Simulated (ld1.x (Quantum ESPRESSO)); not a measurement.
# chlorine: excitation energies, all-electron against TM semilocal

- Element: chlorine
- Generator: ld1.x (Quantum ESPRESSO) 7.5
- Type: norm-conserving Troullier–Martins (semilocal form)
- Functional: LDA (PZ)
- Relativity: scalar-relativistic
- Frozen core: [Ne]
- Valence charge: 7
- Reference configuration: 3s2 3p2 (charge +3)
- Partial waves: 3s (bound): rc 1.30 bohr; 3p (bound): rc 0.90 bohr
- Local potential: the p channel
- Core correction: Bessel-smoothed model core inside 0.70 bohr

Energies are relative to the spin-unpolarised reference configuration 3s2 3p2; without spin polarisation the order of configurations can differ from experiment. Spin-polarised rows fill each open shell by Hund’s rule, majority spin first.

```csv
valence configuration,charge,ΔE all-electron (eV),error AE − PS (meV)
3s2 3p5,0,-77.895,+134
3s2 3p1,+4,52.370,+19
3s1 3p6,0,-65.846,+117
3s2 3p4.5,+0.5,-72.261,+107
3s2 3p5.3,-0.3,-80.067,+148
3s2 3p2 (spin-polarised),+3,-1.253,-7.6
3s2 3p5 (spin-polarised),0,-78.081,+135
```

Q: What are ΔE and the potential's error for 3s2 3p4?

A: ΔE = -63.923 eV all-electron; the error (AE − PS) is +77 meV.

Q: What are ΔE and the potential's error for 3s2 3p3?

A: ΔE = -38.395 eV all-electron; the error (AE − PS) is +24 meV.

Levels in the configuration 3s1 3p6:

| level | all-electron (eV) | pseudo (eV) |
| --- | --- | --- |
| 3s | -21.346 | -21.413 |
| 3p | -9.239 | -9.288 |
